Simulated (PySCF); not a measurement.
1-chlorocyclobutene (C4H5Cl), SMILES ClC1=CCC1.

Coordinates come from a PBE-D3(BJ)/def2-SVP optimisation.

Level of theory: PySCF with TDDFT-PBE/def2-SVPD.

Vertical excitations. Gas-phase values at a fixed geometry. State labels are in the subgroup Cs.

```tsv
state	symmetry	energy (eV)	λ (nm)	f	main pairs
S1	A"	6.10	203	0.004	HOMO→LUMO+1 73 %, HOMO→LUMO+2 27 %
S2	A'	6.19	200	0.194	HOMO→LUMO 89 %
S3	A"	6.24	199	0.003	HOMO→LUMO+2 72 %, HOMO→LUMO+1 26 %
S4	A"	6.40	194	0.000	HOMO−1→LUMO 99 %
S5	A"	6.69	185	0.000	HOMO→LUMO+3 99 %
S6	A"	6.90	180	0.007	HOMO→LUMO+4 100 %
S7	A'	7.43	167	0.042	HOMO→LUMO+5 94 %
S8	A"	7.49	165	0.000	HOMO−2→LUMO 73 %, HOMO−4→LUMO 26 %
S9	A'	7.56	164	0.018	HOMO−1→LUMO+1 50 %, HOMO−1→LUMO+2 49 %
S10	A"	7.62	163	0.000	HOMO−4→LUMO 71 %, HOMO−2→LUMO 25 %
T1	A'	4.04	307	0	HOMO→LUMO 98 %
T2	A"	5.78	214	0	HOMO→LUMO+1 93 %
T3	A"	6.07	204	0	HOMO→LUMO+2 94 %
T4	A"	6.22	199	0	HOMO−1→LUMO 99 %
```
Triplets are in the Tamm–Dancoff approximation, which puts them higher than full response would, so one can lie above its singlet here.
